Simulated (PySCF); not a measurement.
# Two-component Hartree-Fock for Xe(27+) (xenon, charge +27)

Start: [Ar] 3d9; 3d3/2 filled at m_j = -1/2, +1/2, +3/2; 3d5/2 filled at m_j = -5/2, -3/2, -1/2, +1/2, +3/2, +5/2. Calculated with PySCF 2.14 in an even-tempered Gaussian basis (17 s from 4 bohr⁻², ratio 2.8; 12 p from 5.2 bohr⁻², ratio 2.8; 8 d from 5.2 bohr⁻², ratio 2.8; 3 f from 22 bohr⁻², ratio 3): generalised Hartree-Fock with the X2C-1e Hamiltonian and a Gaussian nucleus; one run each with spin-orbit coupling (SO) screened by Boettger's factors, then bare. This is a chosen level, not necessarily the ground level.

```json
{"spinor shell": "1s1/2", "electrons": "2", "ε, screened SO (eV)": "-35698.2", "ε, bare SO (eV)": "-35698.1", "weight of nominal j (bare SO)": "1.000", "rms radius, bare SO (bohr)": "0.0305"}
{"spinor shell": "2s1/2", "electrons": "2", "ε, screened SO (eV)": "-6451.2", "ε, bare SO (eV)": "-6451.2", "weight of nominal j (bare SO)": "1.000", "rms radius, bare SO (bohr)": "0.124"}
{"spinor shell": "2p1/2", "electrons": "2", "ε, screened SO (eV)": "-6109.6", "ε, bare SO (eV)": "-6119.3", "weight of nominal j (bare SO)": "1.000", "rms radius, bare SO (bohr)": "0.106"}
{"spinor shell": "2p3/2", "electrons": "4", "ε, screened SO (eV)": "-5783.4", "ε, bare SO (eV)": "-5779.6", "weight of nominal j (bare SO)": "1.000", "rms radius, bare SO (bohr)": "0.112"}
{"spinor shell": "3s1/2", "electrons": "2", "ε, screened SO (eV)": "-2039.3", "ε, bare SO (eV)": "-2039.3", "weight of nominal j (bare SO)": "1.000", "rms radius, bare SO (bohr)": "0.319"}
{"spinor shell": "3p1/2", "electrons": "2", "ε, screened SO (eV)": "-1894.5", "ε, bare SO (eV)": "-1896.5", "weight of nominal j (bare SO)": "0.999", "rms radius, bare SO (bohr)": "0.310"}
{"spinor shell": "3p3/2", "electrons": "4", "ε, screened SO (eV)": "-1831.5", "ε, bare SO (eV)": "-1830.8", "weight of nominal j (bare SO)": "0.999", "rms radius, bare SO (bohr)": "0.321"}
{"spinor shell": "3d3/2", "electrons": "3", "ε, screened SO (eV)": "-1593.5", "ε, bare SO (eV)": "-1595.6", "weight of nominal j (bare SO)": "0.991", "rms radius, bare SO (bohr)": "0.289"}
{"spinor shell": "3d5/2", "electrons": "6", "ε, screened SO (eV)": "-1579.8", "ε, bare SO (eV)": "-1578.6", "weight of nominal j (bare SO)": "0.996", "rms radius, bare SO (bohr)": "0.292"}
```

| quantity | screened SO | bare SO |
| --- | --- | --- |
| E (hartree) | -7060.23927 | -7060.37182 |
| M_J | 3/2 | 3/2 |
| ⟨J²⟩ | 3.750 | 3.750 |
| ⟨L²⟩ | 6.015 | 6.017 |
| ⟨S²⟩ | 0.765 | 0.767 |

Each row is a mean over spinors that exchange with the open shell spreads, by up to 16.177 eV (3p1/2).

Breit and QED terms are absent; they matter most for the inner s and p1/2 levels.

Densities and radii are taken from the X2C orbitals without a picture-change correction, which distorts them close to the nucleus.
